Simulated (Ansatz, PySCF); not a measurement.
This triplet is an excited state, 1.89 eV above the relaxed singlet at the level composite: frozen-core CCSD(T) with HF/cc-pVQZ and the correlation energy extrapolated as X^-3 from cc-pVTZ and cc-pVQZ, plus CCSDT(Q) minus CCSD(T) in cc-pVDZ // PBE0-D3(BJ)/def2-TZVP (Ansatz, a first-principles code).

Cartesian coordinates (Å):
SMILES: [OH][GeH]
```xyz
4

O     -0.9471     0.0176     0.4306
Ge     0.6515     0.6172    -0.1003
H     -1.5110    -0.2029    -0.3161
H      1.8066    -0.4318    -0.0142
```
Charge 0, spin multiplicity 3.

Question: Predict the dipole moment, total energy and highest occupied spin orbital from PySCF with PBE-D3(BJ)/def2-TZVP // PBE0-D3(BJ)/def2-TZVP.

Answer: 
The dipole moment comes out as 1.32 D and the total energy comes out as -2152.9968 Ha. The highest occupied spin orbital comes out as -4.01 eV.
